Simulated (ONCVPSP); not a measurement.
**Before and after: ONCV potential for W**

* Element: W
* Generator: ONCVPSP 4.0.1
* Type: optimised norm-conserving Vanderbilt (ONCV)
* Functional: PBE
* Relativity: scalar-relativistic
* Frozen core: [Kr] 4d10 4f14 5s2
* Valence charge: 12
* Reference configuration: 5p6 5d5 6s1
* Partial waves: 6s: rc 3.00 bohr, ncon 3, nbas 6, qcut 2.4 1/bohr, 2 projectors, debl 2.1 Ha; 5p: rc 1.20 bohr, ncon 4, nbas 8, qcut 6.8 1/bohr, 2 projectors, debl 2.6 Ha; 5d: rc 2.80 bohr, ncon 3, nbas 8, qcut 4.8 1/bohr, 3 projectors, debl 2.9 Ha
* Local potential: polynomial inside 0.90 bohr (lpopt 4, dvloc0 1 Ha)
* Core correction: polynomial model core, fcfact 0.3

All-electron outer shells of the reference configuration (PBE, scalar-relativistic, ld1.x):

```
shell  level (eV)  outermost node (bohr)  outermost maximum (bohr)
   5p      -41.41                   0.57                      1.09
   4f      -31.24                      –                      0.43
   6s       -5.15                   1.29                      2.71
   5d       -3.32                   0.63                      1.52
```

Change: core [Xe] 4f14, valence charge 6; reference 5d4 6s2; waves now 6s: rc 2.20 bohr, ncon 4, nbas 7, qcut 2.4 1/bohr, 3 projectors, debl 2.6 Ha; p scattering state at 0.05 Ha: rc 2.40 bohr, ncon 4, nbas 8, qcut 3.5 1/bohr, 2 projectors, debl 3.4 Ha; 5d: rc 1.85 bohr, ncon 4, nbas 7, qcut 5.6 1/bohr, local; local potential the d channel.

Cutoffs: the cutoffs (Ha) at which the residual kinetic energy of the hardest occupied pseudo-wave falls to 1 and 0.1 mHa per electron; they do not see the model core or the augmentation charge, which bear on the density cutoff. Errors are all-electron minus pseudo energies relative to the spin-unpolarised reference configuration.

Task: What does the change do?

Result: The potential gets softer (77 Ha and 137 Ha → 14 Ha and 24 Ha); both files keep a bound ghost (s). The shells moved into the core no longer need plane waves of their own. Several settings change at once here, so the effects cannot be laid on one of them.

| quantity | base | changed |
| --- | --- | --- |
| cutoff, loose | 77 Ha | 14 Ha |
| cutoff, tight | 137 Ha | 24 Ha |
| bound ghosts | s | s |
| GHOST(+) flags under 300 eV | s at 55.8 eV, d at 233.9 eV | p at 80.6 eV, s at 85.1 eV |
| largest error over its own tests, meV | +141 | -125 |
| rms error of d²Exc/dni dnj with the model core, mHa | 0.76 | 1.03 |

Changed file: The cutoffs count occupied waves only; projector 2 of the p channel, the hardest unoccupied one, needs 51 Ha at the loose tolerance. A true bound ghost makes a file unfit for plane-wave use even where its test errors are small: the radial tests pick states by their node count and pass the ghost by.
